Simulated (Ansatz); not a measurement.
`[TeH]B1CS1` + NH₃ → `NB1CS1` + H₂Te at 298.15 K and 1 bar (ligand exchange at a B–Te bond).

Calculated with Ansatz (gas phase, PBE0-D4/def2-TZVP geometries, no zero-point term in ΔE). CCSD(T)/CBS adds triple-zeta CCSD(T) − MP2 to the extrapolated MP2 energy (def2 sets, frozen cores). This one scheme is used for every species. Elements past krypton have def2 core potentials. For Te outer-core shells are correlated without core-valence functions, which leaves a few kJ/mol of doubt a bond. One conformer a species, not always the lowest.

```tsv
species	CCSD(T)/CBS energy (Eh)	H − E (kJ/mol)	S (J/(mol·K))
`[TeH]B1CS1`	-730.16423	118.6	323.8
NH₃	-56.50880	100.5	192.4
`NB1CS1`	-517.77714	169.6	288.4
H₂Te	-268.91024	41.3	228.4
```

H − E and S are ideal-gas, rigid-rotor, harmonic terms from PBE0-D4/def2-TZVP, for one conformer and one mirror image of each species. 1 Eh = 2625.50 kJ/mol, R = 8.31446 J/(mol·K).

Q: By hand: ΔE, ΔH, ΔS and ΔG.

A: ΔE = (-517.77714) + (-268.91024) − (-730.16423) − (-56.50880) = -0.01435 Eh = -37.7 kJ/mol. Δ(H − E) = 169.6 + 41.3 − 118.6 − 100.5 = -8.2, so ΔH = -45.9 kJ/mol. ΔS = 288.4 + 228.4 − 323.8 − 192.4 = 0.6 J/(mol·K). ΔG = -45.9 − 298.15 × (0.6)/1000 = -46.1 kJ/mol.

Q: By hand: the equilibrium constant, and the temperature at which ΔG would vanish if ΔH and ΔS stayed fixed.

A: log₁₀ K = −ΔG/(RT ln 10) = 8.1. ΔH and −TΔS have one sign here, so there is no such temperature.

The number of gas molecules stays the same, so ΔS is small and ΔH decides. A doubt of 5 kJ/mol in ΔE shifts log₁₀ K by 0.9 here. Other conformers and mirror images would add mixing entropy, several J/(mol·K) or more a flexible species. These are equilibria of isolated gas molecules and say nothing of rates. Largest T1 diagnostic: 0.014 (customary marks: 0.02 for closed shells, 0.045 for open ones).

ΔS is within the doubt of such terms, so its sign, and with it that verdict, could turn.
